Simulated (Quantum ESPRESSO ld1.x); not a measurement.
Task: The aim is neutral neon in [Ne]. What will ld1.x (Quantum ESPRESSO 7.5) do with this input?

```
 &input
    zed=10.0,
    iswitch=1,
    rel=1,
    dft='PW',
    config='[Ne]',
    verbosity='high',
    noscf=.true.,
    prefix='ld1',
    max_out_wfc=37,
    file_charge='ld1.rho',
 /
```

Result: Ran as typed. With noscf the program prints the levels of a bare nucleus, with no screening and no total energy; they are not those of the atom.

Output (excerpt):

```
     Program LD1 v.7.5 starts

     --------------------------- All-electron run ----------------------------

     scalar relativistic calculation

     atomic number is 10.00
     dft =PW   lsd =0 sic =0 latt =0  beta=0.20 tr2=1.0E-14
     Exchange-correlation= PW
                           (   1   4   0   0   0   0   0)
     mesh =1865 r(mesh) = 100.42537 a.u. xmin = -8.00 dx = 0.00800
     1 Ry =  13.60569312 eV, c = 137.03599908

     n l     nl                  e(Ry)          e(Ha)          e(eV)
     1 0     1S 1( 2.00)    -100.133478414     -50.066739207  -1362.3853786
     2 0     2S 1( 2.00)     -25.041718650     -12.520859325   -340.7099392
     2 1     2P 1( 6.00)     -25.019417267     -12.509708633   -340.4065134
```

Run on one thread of a shared host, so times are rough (Intel(R) Xeon(R) Processor @ 2.60GHz): 0.32 s of CPU time, 0.86 s wall on 1865 mesh points.
